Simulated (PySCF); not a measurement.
Excited states of `C=Cc1ccc(B(C)C)n1C`, C9H14BN

Level of theory: TDA B3LYP/def2-SVP excited states, vertical, gas phase (PySCF). Geometry: GFN2-xTB.

Input:
```
{"job": {"kind": "states", "xc": "B3LYP", "basis": "def2-SVP", "tda": true, "soc": true, "nstates": 6, "ntriplets": 6, "nquad": 4}, "charge": 0, "multiplicity": 1}
C      3.296531     2.538532     0.409608
C      2.676739     1.421516     0.034600
C      1.269852     1.169399     0.207598
C      0.268715     2.040826     0.626715
C     -0.922096     1.332140     0.615392
C     -0.667523     0.028826     0.174818
B     -1.747195    -1.020008    -0.107729
C     -1.569351    -2.259786    -1.084000
C     -3.178951    -0.812392     0.539202
N      0.686880    -0.032225    -0.061540
C      1.421112    -1.218320    -0.406650
H      4.349462     2.681754     0.240567
H      2.774479     3.343330     0.896466
H      3.250084     0.641992    -0.450440
H      0.402235     3.069409     0.897367
H     -1.889259     1.717379     0.871538
H     -0.869364    -2.089277    -1.898741
H     -1.217614    -3.134088    -0.534114
H     -2.520839    -2.550371    -1.525267
H     -3.157276    -0.317061     1.506435
H     -3.725423    -1.746474     0.653196
H     -3.779759    -0.185552    -0.120655
H      2.311631    -1.305821     0.218555
H      0.796783    -2.089540    -0.237687
H      1.729211    -1.200042    -1.456103
```
Coordinates are in Å.

Command: `OMP_NUM_THREADS=1 python excited_run.py task.json out`

Problem. What does the run print?

Solution. H and L stand for HOMO and LUMO.
```
coarse grid: 20608 points
cycle   1  E = -430.4803907820  dE =  1.503e+00  |g| = 6.337e-01  |ddm| = 5.532e+00
cycle   2  E = -430.4201111972  dE =  6.028e-02  |g| = 8.094e-01  |ddm| = 1.616e+00
cycle   3  E = -430.5865688054  dE = -1.665e-01  |g| = 1.790e-01  |ddm| = 9.492e-01
cycle   4  E = -430.5942574246  dE = -7.689e-03  |g| = 4.225e-02  |ddm| = 2.331e-01
cycle   5  E = -430.5946572533  dE = -3.998e-04  |g| = 1.392e-02  |ddm| = 5.550e-02
cycle   6  E = -430.5947077581  dE = -5.050e-05  |g| = 4.220e-03  |ddm| = 1.813e-02
cycle   7  E = -430.5947125111  dE = -4.753e-06  |g| = 1.346e-03  |ddm| = 5.836e-03
final grid: 198280 points
cycle   8  E = -430.6774646104  dE = -7.717e-05  |g| = 8.262e-03  |ddm| = 5.752e-02
cycle   9  E = -430.6774575707  dE =  7.040e-06  |g| = 9.775e-03  |ddm| = 1.803e-02
cycle  10  E = -430.6774822260  dE = -2.466e-05  |g| = 1.569e-03  |ddm| = 1.040e-02
cycle  11  E = -430.6774829011  dE = -6.750e-07  |g| = 2.503e-04  |ddm| = 2.075e-03
cycle  12  E = -430.6774829139  dE = -1.278e-08  |g| = 1.488e-04  |ddm| = 4.117e-04
cycle  13  E = -430.6774829190  dE = -5.094e-09  |g| = 3.334e-05  |ddm| = 1.534e-04
cycle  14  E = -430.6774829192  dE = -2.107e-10  |g| = 1.382e-05  |ddm| = 4.022e-05
converged SCF energy = -430.6774829192

Singlet excitations
state   eV       nm        f     d(h-e)  d(exc)  Lambda  PR(NTO)  |dmu|/D   mu/D   main configurations
  1   4.4213   280.4   0.83500   1.023   3.771   0.735   1.110    1.841    2.754   H->L 0.86
  2   4.7406   261.5   0.11185   0.758   3.580   0.525   1.396    1.401    0.459   H-1->L 0.73, H->L+1 0.15
  3   5.3592   231.3   0.08056   0.218   3.913   0.661   1.743    1.025    2.226   H->L+1 0.70, H-1->L 0.18
  4   5.7626   215.2   0.00847   2.066   3.854   0.676   1.023    6.678    6.169   H-2->L 0.63, H-3->L 0.30
  5   6.1147   202.8   0.01739   1.413   3.659   0.527   1.350                     H-4->L 0.75, H-1->L+1 0.14
  6   6.1631   201.2   0.11251   0.425   3.599   0.494   1.441                     H-1->L+1 0.78, H-4->L 0.13

Triplet excitations (Tamm-Dancoff)
state   eV     d(h-e)  d(exc)  Lambda  PR(NTO)   main configurations
  1   2.6172   0.346   3.405   0.760   1.052   H->L 0.95
  2   3.8822   0.399   3.065   0.572   1.939   H-1->L 0.53, H->L+1 0.40
  3   4.0386   0.554   3.239   0.598   1.954   H-1->L 0.43, H->L+1 0.43
  4   5.0232   0.286   3.175   0.561   1.744   H-1->L+1 0.57, H-2->L 0.13, H-3->L 0.12
  5   5.1867   0.601   3.381   0.606   1.641   H-1->L+1 0.35, H-2->L 0.23, H-3->L 0.15
  6   5.4654   1.707   3.515   0.678   1.052   H-2->L 0.44, H-3->L 0.41, H-2->L+1 0.10
S1 - T1 = 1.8040 eV

Spin-orbit couplings |<S|Hso|T>| (cm-1)
             T1       T2       T3       T4       T5       T6
S0        0.194    0.637    0.851    0.279    0.995    2.415
S1        0.311    0.166    0.588    0.330    0.198    1.478
S2        0.304    0.112    0.457    0.809    0.173    1.615
S3        0.277    0.220    0.235    0.174    0.138    1.123
S4        0.948    1.439    1.500    0.389    0.576    0.206
S5        0.927    2.183    1.770    0.353    0.771    5.971
S6        0.449    1.221    1.264    0.218    0.426    2.398
T1 sublevels (cm-1): 0.000 0.000 0.000   radiative rates (1/s): 0.017 5e-05 0.0364
```

States above about 5.6 eV lie in this functional's continuum (it starts at minus the energy of the highest occupied orbital, well below the true ionisation energy for most functionals) and depend on the basis.

It took 42 s wall time on 1 thread of an AMD EPYC 9R45 96-Core, shared host, peak memory 0.88 GiB.
